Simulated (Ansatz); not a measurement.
C3H5 (SMILES [CH2]C=C) moved off its minimum; all values from Ansatz (an electronic-structure program), cores frozen in correlated methods. Open shells are unrestricted.
(charge 0, multiplicity 2)
```xyz
8

C     -0.8215     0.4510    -0.7924
C     -0.0160    -0.3354    -0.1031
C      0.6589     0.0346     1.0725
H     -1.2493     0.2618    -1.7368
H     -0.9317     1.4289    -0.5027
H      0.2433    -1.3312    -0.6829
H      1.2122    -0.8507     1.5231
H      0.5096     0.7453     1.5820
```

Forces at B3LYP/def2-TZVPP (eV/Å):

| atom | Fx | Fy | Fz |
|---|---|---|---|
| C1 | -0.790 | 0.577 | -1.147 |
| C2 | 2.113 | -2.684 | -0.662 |
| C3 | 2.528 | -12.761 | -6.477 |
| H4 | -0.359 | -0.726 | -0.855 |
| H5 | -0.566 | 2.281 | 0.939 |
| H6 | -0.403 | 1.682 | 1.847 |
| H7 | -0.385 | 1.585 | -0.332 |
| H8 | -2.138 | 10.046 | 6.688 |

Question: Give the forces (eV/Å), the total energy and the dipole at CCSD(T)/cc-pVTZ.

Answer: 
| atom | Fx | Fy | Fz |
|---|---|---|---|
| C1 | -1.029 | 0.833 | -1.346 |
| C2 | 2.193 | -3.125 | -0.769 |
| C3 | 2.757 | -12.747 | -6.272 |
| H4 | -0.362 | -0.762 | -0.887 |
| H5 | -0.557 | 2.335 | 0.992 |
| H6 | -0.409 | 1.702 | 1.852 |
| H7 | -0.394 | 1.559 | -0.344 |
| H8 | -2.200 | 10.205 | 6.774 |
Energy -116.9741 hartree, dipole 0.15 D.

Doubts at one or more of the structures used: a spin-contaminated determinant (CCSD(T)/cc-pVTZ).
